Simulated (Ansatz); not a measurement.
`[SiH3][S][AlH][SH]` + SiH₄ → `[SiH3][AlH][SH]` + `[SiH3]S`  (formal exchange of groups at the Al–S bond)

Calculated with Ansatz (gas phase, PBE0-D4/def2-TZVP geometries, no zero-point term in ΔE). CCSD(T)/CBS adds triple-zeta CCSD(T) − MP2 to the extrapolated MP2 energy (def2 sets, frozen cores). This one scheme is used for every species. Functionals use def2-TZVPP. HSE06 is defined as in plane-wave codes. Each species was taken in one conformer, which may not be the lowest.

`[SiH3][S][AlH][SH]`:

Z-matrix (Å, degrees):
```
Si
S 1 2.135
H 1 1.482 2 106.6
H 1 1.487 2 111.4 3 -119.2
H 1 1.485 2 111.3 3 119.7
Al 2 2.181 1 102.5 3 177.9
S 6 2.179 2 123.9 1 -5.9
H 6 1.572 2 118.0 1 174.0
H 7 1.344 6 95.6 2 -4.4
```

SiH₄:

Z-matrix (Å, degrees):
```
Si
H 1 1.485
H 1 1.485 2 109.5
H 1 1.485 2 109.5 3 -120.0
H 1 1.485 2 109.5 3 120.0
```

`[SiH3][AlH][SH]`:

Z-matrix (Å, degrees):
```
Si
Al 1 2.447
H 1 1.491 2 110.7
H 1 1.489 2 111.9 3 120.5
H 1 1.491 2 110.9 3 -118.9
S 2 2.185 1 116.7 3 -117.9
H 2 1.585 1 125.6 3 61.9
H 6 1.344 2 94.3 1 179.7
```

`[SiH3]S`:

```xyz
6

Si    0.196   -0.063    0.486
S     0.210    0.462   -1.585
H    -0.789    0.745    1.249
H     1.568    0.232    0.962
H    -0.111   -1.502    0.683
H    -1.074    0.125   -1.795
```

CCSD(T)/CBS gives +28.0 kcal/mol.

Q: Another level gave +25.7 kcal/mol. Which?
A. CAM-B3LYP-D4/def2-TZVPP
B. PBE0-D4/def2-TZVPP
C. ωB97M-V/def2-TZVPP
D. HSE06/def2-TZVPP

A: B. PBE0-D4 25.7, ωB97M-V 28.5, HSE06 24.6, CAM-B3LYP-D4 27.5 kcal/mol.

Largest T1 diagnostic among the species: 0.013.

The D4 term adds +2.1 kcal/mol with B3LYP and +1.2 kcal/mol with PBE0; it sums over pairs of atoms, weighted by their polarisabilities, and B3LYP, whose exchange is more repulsive, gets the larger term. From PBE to PBE0 (25 % exact exchange), in def2-TZVPP and without D4, ΔE moves by +1.2 kcal/mol.

B3LYP here is the variant with VWN-RPA as its local correlation; programs differ in this.
